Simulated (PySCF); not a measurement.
**Mayer bond orders and bond lengths**

Compound: 1-cyclopropylpenta-1,3-diyne, C8H8.
Atom-mapped SMILES: `[CH3:1][C:2]#[C:3][C:4]#[C:5][CH:6]1[CH2:7][CH2:8]1` (hydrogens: H9, H10, H11 on C1; H12 on C6; H13, H14 on C7; H15, H16 on C8)

Geometry (GFN2-xTB, Å), atoms numbered from 1 in this order:
```xyz
16
C8H8 angstrom
C      4.4303   -0.0344   -0.1454
C      3.0063   -0.0034    0.0845
C      1.8166    0.0231    0.2861
C      0.4782    0.0469    0.5128
C     -0.7098    0.0677    0.7342
C     -2.1131    0.0781    0.9730
C     -3.0349    0.7227   -0.0313
C     -3.0153   -0.7648    0.1068
H      4.8845   -0.8439    0.4280
H      4.6373   -0.1949   -1.2043
H      4.8797    0.9109    0.1624
H     -2.3787    0.1721    2.0209
H     -3.8873    1.2675    0.3460
H     -2.5910    1.1570   -0.9144
H     -2.5562   -1.3418   -0.6819
H     -3.8542   -1.2539    0.5787
```

Bond orders from the PBE0/pcSseg-1 density (PySCF). Isolated species at its GFN2-xTB geometry, gas phase.

How far do the computed orders between heavy atoms stray from the drawn ones?

The largest departure is 0.874, at C4–C5 (drawn triple, 2.126). Drawn single, order above 1.12: C1–C2 (1.237) and C5–C6 (1.148). Drawn double or triple, more than 0.30 short of the drawn order: C2–C3 (2.203) and C4–C5 (2.126).

Give the Mayer order of every bond, beside its length.

```
  bond  drawn as  length (Å)  Mayer order
 C1–C2    single       1.443        1.237
 C2–C3    triple       1.207        2.203
 C3–C4    single       1.358        1.026
 C4–C5    triple       1.209        2.126
 C5–C6    single       1.424        1.148
 C6–C7    single       1.508        0.926
 C7–C8    single       1.494        0.981
 C8–C6    single       1.508        0.925
 C1–H9    single       1.091        0.926
C1–H10    single       1.091        0.925
C1–H11    single       1.091        0.926
C6–H12    single       1.085        0.920
C7–H13    single       1.080        0.954
C7–H14    single       1.080        0.956
C8–H15    single       1.080        0.956
C8–H16    single       1.080        0.954
```

Bonds between the same two heavy elements. C–C: lowest C8–C6 and C6–C7 (0.925, 1.508 Å), highest C2–C3 (2.203, 1.207 Å); in 3 of the 28 pairs the longer bond (by over 0.003 Å) has the higher order (by 0.02 or more). Bonds named together lie within 0.004.

Sum the orders of all bonds at each heavy atom with more than one neighbour and set the sums beside the valence in the SMILES.

C1 4.014 (drawn 4), C2 3.440 (drawn 4), C3 3.229 (drawn 4), C4 3.152 (drawn 4), C5 3.274 (drawn 4), C6 3.919 (drawn 4), C7 3.817 (drawn 4), C8 3.816 (drawn 4). Orders between atoms that aren't bonded are not in these sums.

For a closed shell the Mayer order of atoms A and B is Σ (PS)μν (PS)νμ over the basis functions μ on A and ν on B, with P the density and S the overlap matrix.
